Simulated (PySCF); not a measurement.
Compound: C2H10O2Si2.
Numbering: `[CH3:1][O:2][SiH2:3][SiH2:4][O:5][CH3:6]` (hydrogens: H7, H8, H9 on C1; H10, H11 on Si3; H12, H13 on Si4; H14, H15, H16 on C6)

Method: PySCF, TDDFT CAM-B3LYP/def2-SVPD, vertical, gas phase, core orbitals frozen in the response. One conformer (not necessarily the lowest) at the GFN2-xTB geometry, without solvent, vibrations or thermal averaging. Torsions of this conformer, `[CH3:1][O:2][SiH2:3][SiH2:4][O:5][CH3:6]`: C1–O2–Si3–Si4 -56°, O2–Si3–Si4–O5 -174°, Si3–Si4–O5–C6 -178°.

Computed states:

```csv
state,E (eV),f
S1,5.86,0.027
S2,6.54,0.0027
S3,6.78,0.014
S4,7.08,0.033
S5,7.35,0.010
S6,7.62,0.0044
S7,7.74,0.038
S8,7.90,0.052
```

Broadening: Gaussians 0.3 eV wide at half height, area fixed by f = 4.319×10⁻⁹ ∫ε dν̃. The width is an assumption, not a result. The curve ends short of the highest state used, and states not computed would add to its high-energy end.

Task: What does the envelope look like, and where are its maxima?

Result: 
```csv
λ (nm),ε (L mol⁻¹ cm⁻¹)
169.8,1563
170.9,1915
172.0,2354
173.0,2759
174.1,3085
175.2,3171
176.3,2991
177.4,2630
178.4,2264
179.5,1930
180.6,1713
181.7,1584
182.7,1491
183.8,1366
184.9,1200
186.0,1004
187.1,807
188.1,647
189.2,500
190.3,383
191.4,289
192.4,219
193.5,155
194.6,106
195.7,69
196.8,47
197.8,39
198.9,47
200.0,80
201.1,146
202.1,248
203.2,417
204.3,654
205.4,958
206.5,1311
207.5,1646
208.6,1989
209.7,2258
210.8,2414
211.8,2438
212.9,2335
214.0,2117
215.1,1819
216.2,1484
217.2,1181
218.3,877
219.4,621
220.5,420
221.5,283
222.6,176
223.7,105
224.8,60
225.9,33
226.9,19
228.0,10
229.1,5
```

Maxima: 212 nm (5.86 eV), ε about 2400, made up of S1 (100%); 175 nm (7.08 eV), ε about 3200, made up of S4 (94%) (ε in L mol⁻¹ cm⁻¹; maxima over ε = 5, shares over 10%).

Task: What would ε be at 7.08 eV, the highest of these maxima, with half the width (0.15 eV)?

Result: About 5980 L mol⁻¹ cm⁻¹ against 3180, a factor of about 1.9; a lone state at its own centre would give exactly 2.

Task: Coming from long wavelengths, where does ε first pass 100 L mol⁻¹ cm⁻¹?

Result: At about 224 nm (5.54 eV), 0.32 eV below S1.

Task: Does any computed singlet lie in the visible range?

Result: No computed singlet lies in the visible range (380 to 750 nm); the lowest, at 212 nm, stands 2.60 eV above its violet end (3.26 eV).
